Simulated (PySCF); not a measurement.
Gas-phase reaction: 2 SnHCl3 = SnCl2 + H2 + SnCl4

Method: PySCF energies (xtb for GFN2) plus ideal-gas RRHO corrections (1 bar). † marks an energy on the PBE0/def2-TZVP geometry and frequencies; other levels use their own. CCSD(T) freezes the core. All species are closed-shell singlets. B3LYP is the form with VWN-RPA correlation. Sn: scalar-relativistic def2 core potential, no spin-orbit coupling. SnHCl3: computed as isolated molecules; such fragments, hydroxides, amides, oligomers or adducts are transient or little studied in the gas. CCSD(T) isn't extrapolated to the basis-set limit; its ΔH°(298 K) is -5.1 kJ in def2-SVP and -11.5 kJ in def2-TZVPP. The harmonic model lacks anharmonicity and excited electronic states, which grow with temperature; levels with a mode under 35 cm⁻¹ are left out. Soft modes under 120 cm⁻¹ make the harmonic entropy rough for SnHCl3, SnCl2, SnCl4.

```json
[
 {"level": "B3LYP/def2-TZVP†", "ΔE electronic, kJ": "-41", "ΔH°(298 K), kJ": "-45", "ΔS°(298 K), J/K": "113", "ΔG°(1800 K), kJ": "-246"},
 {"level": "BLYP/def2-TZVP†", "ΔE electronic, kJ": "-63", "ΔH°(298 K), kJ": "-67", "ΔS°(298 K), J/K": "113", "ΔG°(1800 K), kJ": "-268"},
 {"level": "CCSD(T)/def2-TZVPP†", "ΔE electronic, kJ": "-7", "ΔH°(298 K), kJ": "-11", "ΔS°(298 K), J/K": "113", "ΔG°(1800 K), kJ": "-212"},
 {"level": "GFN2-xTB", "ΔE electronic, kJ": "-146", "ΔH°(298 K), kJ": "-144", "ΔS°(298 K), J/K": "109", "ΔG°(1800 K), kJ": "-328"},
 {"level": "M06-2X/def2-TZVP†", "ΔE electronic, kJ": "-14", "ΔH°(298 K), kJ": "-18", "ΔS°(298 K), J/K": "113", "ΔG°(1800 K), kJ": "-218"},
 {"level": "PBE/def2-SVP", "ΔE electronic, kJ": "-29", "ΔH°(298 K), kJ": "-32", "ΔS°(298 K), J/K": "113", "ΔG°(1800 K), kJ": "-231"},
 {"level": "PBE0/def2-QZVP†", "ΔE electronic, kJ": "-12", "ΔH°(298 K), kJ": "-17", "ΔS°(298 K), J/K": "113", "ΔG°(1800 K), kJ": "-217"},
 {"level": "PBE0/def2-SVP†", "ΔE electronic, kJ": "-8", "ΔH°(298 K), kJ": "-12", "ΔS°(298 K), J/K": "113", "ΔG°(1800 K), kJ": "-213"},
 {"level": "r2SCAN/def2-TZVP†", "ΔE electronic, kJ": "-18", "ΔH°(298 K), kJ": "-22", "ΔS°(298 K), J/K": "113", "ΔG°(1800 K), kJ": "-223"}
]
```
ΔH° is lowest at GFN2-xTB and highest at CCSD(T)/def2-TZVPP†. No reference value is set beside these.
